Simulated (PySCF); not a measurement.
**Nuclear quadrupole coupling in `O=C1OC[C@@H](C(F)(F)F)OC1=O`**

C₅H₃F₃O₄.
Geometry (GFN2-xTB, Å), atoms numbered from 1 in this order:
```
atom  x, y, z in Å
O1     3.170    0.654   -0.923
C2     2.109    0.252   -0.558
O3     1.256   -0.356   -1.404
C4    -0.006   -0.748   -0.900
C5    -0.553    0.369   -0.014
C6    -1.943    0.013    0.537
F7    -2.430    0.964    1.323
F8    -2.806   -0.154   -0.474
F9    -1.926   -1.126    1.227
O10    0.299    0.546    1.099
C11    1.638    0.419    0.906
O12    2.392    0.465    1.823
H13   -0.641   -0.926   -1.771
H14    0.085   -1.672   -0.314
H15   -0.646    1.309   -0.581
```

Field gradients from the PBE0/pcSseg-1 density (PySCF, non-relativistic), principal values in atomic units, ordered |Vxx| ≤ |Vyy| ≤ |Vzz|:

```csv
atom,Vxx,Vyy,Vzz
O1,0.5359,1.1905,-1.7264
O3,-0.4807,-1.2792,1.7600
O10,-0.4627,-1.3430,1.8057
O12,0.5113,1.2106,-1.7219
```

Task: Find the asymmetry η = (Vxx − Vyy)/Vzz and the couplings χ = eQV/h (234.96 MHz × Q in barn × V in au), with Q(17O) = −0.0256 b.

Result: 
| atom | environment | nucleus | η | χzz (MHz) | χxx (MHz) | χyy (MHz) |
| --- | --- | --- | --- | --- | --- | --- |
| O1 | ester carbonyl oxygen | 17O | 0.38 | 10.38 | -3.22 | -7.16 |
| O3 | ester single-bonded oxygen | 17O | 0.45 | -10.59 | 2.89 | 7.69 |
| O10 | ester single-bonded oxygen | 17O | 0.49 | -10.86 | 2.78 | 8.08 |
| O12 | ester carbonyl oxygen | 17O | 0.41 | 10.36 | -3.08 | -7.28 |

The tensor is traceless: Vxx + Vyy + Vzz = 0.

Task: What is Vzz at O10 in SI units (1 au = 9.71736 × 10²¹ V/m²)?

Result: 1.8057 au = 17.547 × 10²¹ V/m².

Task: And the gradient at the other heavy atoms, for which no coupling is worked out here?

Result: 
| atom | environment | Vzz (au) | η |
| --- | --- | --- | --- |
| C2 | ester carbonyl carbon | -0.348 | 0.81 |
| C4 | sp3 carbon bound to oxygen | 0.430 | 0.40 |
| C5 | sp3 carbon bound to oxygen | 0.379 | 0.33 |
| C6 | CF3 carbon | -0.397 | 0.07 |
| F7 | fluorine of a CF3 group | 2.935 | 0.03 |
| F8 | fluorine of a CF3 group | 2.892 | 0.02 |
| F9 | fluorine of a CF3 group | 2.909 | 0.03 |
| C11 | ester carbonyl carbon | -0.370 | 0.69 |

Task: What couplings would deuterons (Q(2H) = 0.00286 b) have in place of the hydrogens, at this geometry?

Result: 
```json
{"atom": "H13", "bonded to": "C4", "bond length (Å)": "1.092", "Vzz (au)": "0.2878", "η": "0.06", "χzz (kHz)": "193"}
{"atom": "H14", "bonded to": "C4", "bond length (Å)": "1.098", "Vzz (au)": "0.2753", "η": "0.06", "χzz (kHz)": "185"}
{"atom": "H15", "bonded to": "C5", "bond length (Å)": "1.101", "Vzz (au)": "0.2683", "η": "0.05", "χzz (kHz)": "180"}
```

The structure is a single GFN2-xTB conformer in the gas phase; no vibrational or solvent corrections. GFN2-xTB bond lengths can be off by several hundredths of an ångström, more for odd bonds, and the gradients follow them. A larger basis could move these couplings by a tenth or more.
